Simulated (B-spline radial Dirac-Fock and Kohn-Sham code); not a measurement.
**Tl²⁺ 3p1/2: cross section and angular parameters**

System: thallium as Tl²⁺, configuration [Xe] 4f14 5d10 6s1; threshold 3429.2 eV (orbital energy of the model). These are calculated numbers from a B-spline atomic structure program; the model is Dirac-Hartree-Slater photoionisation with a Latter tail; cross sections with all multipoles, angular parameters from the dipole term and its interference with E2.

For linearly polarised light dσ/dΩ = σ/(4π) [1 + β P₂(cos θ) + (δ + γ cos²θ) sin θ cos φ], with θ from the polarisation vector and φ the angle between the beam and the projection of the electron momentum on the plane normal to the polarisation.

```tsv
hν (eV)	σ (kb)	β	γ	δ
4960	20.3	1.468	0.196	0.018
5740	16.1	1.541	0.044	0.004
6000	15.0	1.555	0.020	0.002
6670	12.5	1.578	-0.002	0.000
7510	10.0	1.590	0.027	-0.001
8047.8	8.77	1.593	0.065	0.000
9251.7	6.66	1.591	0.181	0.002
11500	4.23	1.571	0.441	0.009
12000	?	?	?	?
12400	3.60	1.561	0.549	0.012
```

Task: Give the values at 12000 eV.

Result: σ = 3.86 kb, β = 1.565, γ = 0.501, δ = 0.011.
